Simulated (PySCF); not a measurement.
Isomers C₂H₁₂Si₄:

A. `C[Si@@H]1[SiH2]C[Si@@H]1[SiH3]`
B. SMILES [SiH3][Si]1([SiH3])CC[SiH2]1
C. SMILES [SiH2]1[SiH2]C[SiH2]C[SiH2]1

Spectrum 1. ¹H NMR (400 MHz, computed): δ 4.70 (m, 2H), 3.69 (s, 6H), 1.84 (m, 2H), 1.66 (m, 2H). ¹³C{¹H} NMR (computed): δ 12.6 (CH2), 12.5 (CH2).

Spectrum 2. ¹H NMR (400 MHz, computed): δ 4.46 (m, 2H), 4.34 (m, 4H), 3.32 (m, 2H), -0.13 (m, 4H). ¹³C{¹H} NMR (computed): δ -10.7 (CH2).

Spectrum 3. ¹H NMR (400 MHz, computed): δ 5.16 (m, 1H), 4.87 (m, 1H), 4.74 (m, 1H), 4.70 (m, 1H), 3.56 (d, 3H), 0.76 (m, 1H), 0.42 (d, 3H), 0.36 (m, 1H). ¹³C{¹H} NMR (computed): δ -5.3 (CH3), -11.0 (CH2).

One conformer, rapidly exchanging positions averaged, no solvent model, non-relativistic. Shieldings: GIAO PBE0/pcSseg-1; GFN2-xTB geometry; PySCF 2.14.

Scale: ¹H, ¹³C vs TMS (reference shieldings calculated alike). Where no couplings were computed, multiplicities follow the n + 1 count of equivalent neighbours, and m marks all less simple cases (inequivalent or close neighbours, rings, F or P nearby). Shifts are as computed. Against solution values, carbons near 30 ppm lie about +3 ppm off and those near 130 ppm about +5 ppm. Of 1211 compounds with measured shifts, 218 miss one by over three times the rms of a fit or turn the order of signals round; such compounds aren't used in these exercises.

Question: Which spectrum belongs to which compound?

Answer: 1–B, 2–C, 3–A.

- Spectrum 1 (B): 2 ¹³C signals; δC 12.6 is an sp3 CH2 bonded to Si; δC 12.5 is an sp3 CH2 bonded to Si.
- Spectrum 2 (C): a single ¹³C signal, at -10.7 ppm (sp3 CH2 bonded to 2 Si); δH -0.13 is the hydrogen on an sp3 CH2 bonded to 2 Si; δH 4.46 is the hydrogen on a silicon bonded to 2 C, in a 6-membered ring.
- Spectrum 3 (A): 2 ¹³C signals; δC -5.3 is a methyl carbon bonded to Si; δC -11.0 is an sp3 CH2 bonded to 2 Si.
